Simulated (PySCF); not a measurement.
C₄H₁₀Si₂, SMILES CC[SiH2][SiH2]C#C. Atoms are numbered in the order given.

```xyz
16

C      2.4108     0.7075    -1.5800
C      1.8350     0.7351    -0.4937
Si     0.8870     0.6950     1.0853
Si    -0.7111    -1.0280     0.8729
C     -1.4702    -0.9516    -0.8701
C     -2.1045     0.4014    -1.2168
H      2.9292     0.6938    -2.5300
H      1.8362     0.4657     2.2308
H      0.2301     2.0362     1.2827
H     -0.0342    -2.3554     1.1023
H     -1.7704    -0.8524     1.9339
H     -0.6540    -1.1943    -1.5848
H     -2.2125    -1.7749    -0.9542
H     -2.5535     0.3941    -2.2315
H     -1.3524     1.2178    -1.1988
H     -2.9078     0.6766    -0.5021
```
Charge 0, spin multiplicity 1.

Geometry: PBE-D3(BJ)/def2-SVP. This is a generated structure with no PubChem entry under its InChIKey; it may be hypothetical. The values are those of a single conformer.

Level of theory: PySCF with PBE-D3(BJ)/def2-SVP.

Frequencies are harmonic and unscaled.

```csv
mode,ν (cm⁻¹),IR (km/mol),moving atoms (share of kinetic energy)
1,32,0.0,"C 62 %, H 25 %, Si 14 %"
2,71,0.1,"C 56 %, H 34 %, Si 10 %"
3,76,0.1,"C 34 %, Si 33 %, H 33 %"
4,141,0.4,"H 39 %, C 32 %, Si 29 %"
5,216,0.1,"H 75 %, C 20 %"
6,230,4.7,"C 66 %, H 33 %"
7,254,3.7,"C 47 %, H 43 %, Si 10 %"
8,306,15.2,"C 55 %, H 31 %, Si 14 %"
9,383,21.2,"H 68 %, Si 20 %, C 12 %"
10,408,5.9,"Si 73 %, H 21 %"
11,518,2.2,"H 62 %, Si 30 %"
12,605,16.8,"H 74 %, C 16 %, Si 10 %"
13,617,2.7,"C 39 %, H 38 %, Si 23 %"
14,625,10.6,"C 39 %, H 30 %, Si 30 %"
15,679,15.1,"H 76 %, C 24 %"
16,687,28.0,"H 74 %, C 17 %, Si 9 %"
17,697,32.0,"H 78 %, C 22 %"
18,717,57.5,"H 84 %, C 9 %"
19,746,289.0,"H 87 %, Si 9 %"
20,777,37.5,"H 80 %, Si 15 %"
21,888,49.4,H 96 %
22,898,98.7,H 96 %
23,950,12.1,"H 82 %, C 16 %"
24,959,5.9,"H 78 %, C 21 %"
25,1031,6.5,"C 69 %, H 31 %"
26,1200,3.3,"H 65 %, C 35 %"
27,1207,2.2,"H 77 %, C 23 %"
28,1346,2.6,"H 82 %, C 18 %"
29,1379,5.6,"H 91 %, C 9 %"
30,1421,2.1,H 96 %
31,1428,5.4,H 97 %
32,2075,16.6,"C 90 %, H 9 %"
33,2135,84.9,H 97 %
34,2147,8.3,H 96 %
35,2151,132.5,H 97 %
36,2159,120.0,H 96 %
37,2963,23.1,H 97 %
38,2974,9.3,H 95 %
39,3025,0.4,"H 91 %, C 9 %"
40,3047,20.0,"H 91 %, C 9 %"
41,3052,17.2,"H 91 %, C 9 %"
42,3390,56.9,"H 86 %, C 14 %"
```
